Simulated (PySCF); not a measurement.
C₆H₁₄O: calculation and literature

Molfile (atoms numbered from 1):
```
C6H14O
     RDKit          3D

 21 20  0  0  0  0  0  0  0  0999 V2000
    2.9035   -0.1864    0.2414 C   0  0  0  0  0  0  0  0  0  0  0  0
    1.4915   -0.5302   -0.2112 C   0  0  0  0  0  0  0  0  0  0  0  0
    0.6054    0.3389    0.4583 O   0  0  0  0  0  0  0  0  0  0  0  0
   -0.7911    0.2130    0.1987 C   0  0  0  0  0  0  0  0  0  0  0  0
   -1.4238    1.2954    1.0796 C   0  0  0  0  0  0  0  0  0  0  0  0
   -1.1290    0.4870   -1.2737 C   0  0  0  0  0  0  0  0  0  0  0  0
   -1.3294   -1.1653    0.6073 C   0  0  0  0  0  0  0  0  0  0  0  0
    2.9874   -0.3111    1.3171 H   0  0  0  0  0  0  0  0  0  0  0  0
    3.6213   -0.8360   -0.2520 H   0  0  0  0  0  0  0  0  0  0  0  0
    3.1287    0.8477   -0.0029 H   0  0  0  0  0  0  0  0  0  0  0  0
    1.4142   -0.4057   -1.3007 H   0  0  0  0  0  0  0  0  0  0  0  0
    1.2715   -1.5792    0.0335 H   0  0  0  0  0  0  0  0  0  0  0  0
   -1.0299    2.2683    0.7998 H   0  0  0  0  0  0  0  0  0  0  0  0
   -1.1730    1.1126    2.1205 H   0  0  0  0  0  0  0  0  0  0  0  0
   -2.5038    1.2994    0.9662 H   0  0  0  0  0  0  0  0  0  0  0  0
   -0.7816   -0.3191   -1.9163 H   0  0  0  0  0  0  0  0  0  0  0  0
   -2.2060    0.5738   -1.3899 H   0  0  0  0  0  0  0  0  0  0  0  0
   -0.6649    1.4170   -1.5939 H   0  0  0  0  0  0  0  0  0  0  0  0
   -0.9775   -1.9420   -0.0678 H   0  0  0  0  0  0  0  0  0  0  0  0
   -1.0071   -1.4048    1.6178 H   0  0  0  0  0  0  0  0  0  0  0  0
   -2.4154   -1.1563    0.5781 H   0  0  0  0  0  0  0  0  0  0  0  0
  1  2  1  0
  2  3  1  0
  3  4  1  0
  4  5  1  0
  4  6  1  0
  4  7  1  0
  1  8  1  0
  1  9  1  0
  1 10  1  0
  2 11  1  0
  2 12  1  0
  5 13  1  0
  5 14  1  0
  5 15  1  0
  6 16  1  0
  6 17  1  0
  6 18  1  0
  7 19  1  0
  7 20  1  0
  7 21  1  0
M  END
```

The experiment to reproduce: δ ¹³C C2 56.8; C1 16.4 ppm (measured; solution, not stated per compound (mostly CDCl3 or CCl4); Pretsch, Buehlmann, Badertscher, Structure Determination of Organic Compounds, 4th ed. (2009)).
δ ¹⁷O O3 40.5 ppm (measured; liquid, neat; K. Matsuzaki, S. Hayashi, W. Nakanishi, RSC Adv. 2024, ESI (observed values from its refs S1-S5)).

[PySCF 2.14.0 with density-fitted response routines: σ from GIAO-PBE0/pcSseg-1; geometry: GFN2-xTB; non-relativistic; no solvent model; equivalent nuclei averaged; a single conformation]

Question: How close does the calculation come?

Answer: 
Reference values: measured (solution, not stated per compound (mostly CDCl3 or CCl4); Pretsch, Buehlmann, Badertscher, Structure Determination of Organic Compounds, 4th ed. (2009)).
| atoms | quantity | reference | computed | computed, scaled |
| --- | --- | --- | --- | --- |
| C2 | δ ¹³C | 56.8 | 60.5 | 56.8 |
| C1 | δ ¹³C | 16.4 | 18.6 | 16.0 |

Reference values: measured (liquid, neat; K. Matsuzaki, S. Hayashi, W. Nakanishi, RSC Adv. 2024, ESI (observed values from its refs S1-S5)).
```tsv
atoms	quantity	reference	computed	computed, scaled
O3	δ ¹⁷O vs H2O	40.5	–	42.7
```

Computed shifts are σ(ref) − σ with the named reference compound (TMS for H and C) calculated as an isolated molecule at the same level. The measured values may be among those fitted. Expected solution values come from regression of measured δ (H and C: mostly CDCl3, vs TMS) on computed σ: ¹³C: δ = 179.97 − 0.974σ (rms 2.1 ppm, 958 shifts, 2.3 ppm with the 13 outliers that the fit left out); ¹⁷O: δ = 266.70 − 0.911σ (rms 10.7 ppm, 155 shifts, 12.2 ppm with the 3 outliers that the fit left out vs liquid water, solution or neat liquid). A few per cent of atoms miss by over 2 rms, more outside the fitted compound classes.

Question: How far are the unscaled ¹³C shifts from the references?

Answer: Mean signed difference +2.95 ppm, mean absolute 2.95 ppm over 2 comparisons; the largest is +3.7 ppm at C2 (sp3 CH2 bonded to O).
